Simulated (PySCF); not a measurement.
## Assigning NMR signals

Geometry:
```csv
atom,x (Å),y (Å),z (Å)
C1,2.608,0.184,0.617
C2,1.191,-0.174,0.353
C3,0.040,0.567,0.487
N4,-0.970,-0.254,0.102
Si5,-2.713,-0.018,0.052
N6,-0.440,-1.439,-0.246
N7,0.821,-1.396,-0.102
H8,2.903,1.043,0.015
H9,3.241,-0.662,0.368
H10,2.747,0.439,1.666
H11,-0.140,1.571,0.809
H12,-3.185,-1.095,-0.801
H13,-2.910,1.324,-0.496
H14,-3.193,-0.089,1.432
```

PySCF 2.14 calculation with GFN2-xTB structure and shielding tensors at PBE0/pcSseg-1 (GIAO); one computed conformer, no relativistic terms, fast rotation and ring inversion assumed for equivalent nuclei, isolated molecule.

Chemical shifts δ = σref − σ; ¹³C and ¹H against TMS, all at this level.

(1) Assign these signals to the numbered atoms. ¹³C{¹H} NMR (computed): δ 148.7, 131.7, 12.7.

(2) Assign these signals to the numbered atoms. ¹H NMR (300 MHz, computed): δ 7.54 (s, 1H), 5.29 (s, 3H), 2.68 (s, 3H).

## Answers

(1) 
148.7 → C2, substituted aromatic carbon next to a ring nitrogen
131.7 → C3, aromatic CH next to a ring nitrogen
12.7 → C1, methyl carbon on an aromatic ring: a saturated carbon with 1 carbon neighbour and no heteroatom attached

(2) 
7.54 → H11, hydrogen on an aromatic CH next to a ring nitrogen: the ring current deshields protons in the ring plane
5.29 → H12/H13/H14, hydrogen on a silicon bonded to N
2.68 → H8/H9/H10, hydrogen on a methyl carbon on an aromatic ring: benzylic-type position, deshielded by the ring

Shifts are as computed. Against solution values, carbons near 30 ppm lie about +3 ppm off and those near 130 ppm about +5 ppm. Of 1211 compounds with measured shifts, 218 miss one by over three times the rms of a fit or turn the order of signals round; such compounds aren't used in these exercises. Multiplicities follow the n + 1 count of equivalent neighbours, as no J values were calculated; m marks all less simple cases, F and P coupling included.
